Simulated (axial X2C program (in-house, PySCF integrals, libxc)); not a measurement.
# Curves of BrOsBr⁺ from open-shell CI on d5 s0 p(π)0

Calculated with an axial X2C code built on PySCF integrals: two-component X2C with atomic mean-field Coulomb and Gaunt terms, basis Br dyall-v3z, Os dyall-v3z (cores contracted in-house). Orbitals come from Hartree–Fock averaged over the configuration Os d5 s0 p(π)0; CI then distributes these electrons over the d, s, p(π) shells of Os.

Scan along the symmetric stretch (R is each bond); masses Br 78.918 u, Os 191.961 u, Br 78.918 u. Energies in cm⁻¹ from the lowest point; levels are followed by energy order within each Ω. Lowest level at 2.347 Å: 100% d5.

```
R (Å)  (1)Ω=5/2  (1)Ω=1/2  (1)Ω=3/2  (2)Ω=5/2  (2)Ω=3/2  (2)Ω=1/2  (1)Ω=7/2  (3)Ω=5/2  (1)Ω=9/2
2.183      6418      6719      6766     14367     16260     16108     16886     17740     18161
2.265      1622      1739      1815     10736     12834     12966     13374     14242     14725
2.347         0        23       109     10081     12318     12670     12699     13671     14257
2.441       891       859       947     11864     14210     14771     14241     15515     16261
2.535      3860      3801      3884     15580     17957     18675     17624     19238     20126
2.640      8721      8642      8721     21140     23497     24334     22834     24748     25783
2.769     15945     15837     15914     29105     31352     32262     30375     32528     33705
```

Problem. Fit the curves (1)Ω=5/2, (1)Ω=1/2, (1)Ω=3/2, (2)Ω=3/2, (2)Ω=1/2, (1)Ω=9/2 near their minima.

Solution. From the open-shell CI curves, Te from the lowest:

| level | Te (cm⁻¹) | Re (Å) | ωe (cm⁻¹) |
| --- | --- | --- | --- |
| (1)Ω=5/2 | 0 | 2.360 | 261.3 |
| (1)Ω=1/2 | 12 | 2.363 | 262.4 |
| (1)Ω=3/2 | 99 | 2.363 | 262.0 |
| (2)Ω=3/2 | 12255 | 2.323 | 267.8 |
| (2)Ω=1/2 | 12538 | 2.315 | 269.7 |
| (1)Ω=9/2 | 14175 | 2.321 | 272.0 |

Without dynamic correlation distances can be off by several hundredths of an Å (long for ionic bonds, short for multiple bonds) and the wavenumbers are rough.

The 9 lowest curves are shown; the next is (2)Ω=7/2, from 14836 cm⁻¹.

There is no dynamic correlation: spin–orbit spacings and, for f shells, spacings inside one term are the most reliable numbers, splittings between terms come out too wide, and energies between configurations are not reliable, so the lowest level need not be the ground state of the molecule. For d shells the ligand-field splittings (σ, π, δ) and their order can be off by a thousand cm⁻¹ or more. At most 4 roots were kept for each Ω > 0 (twice that for Ω = 0) within 3.2 eV of the lowest, so higher up levels can be missing between those listed; levels with Ω > 0 are doubly degenerate and listed once, Ω = 0 levels singly. The open spinors mix strongly with ligand orbitals, which this small active space describes poorly. Some active spinors are only partly of the character that their shell is named for, so the shell names and counts are nominal. States that fill the shells left empty in the average are placed too high. The molecule was held linear; bending was not examined.
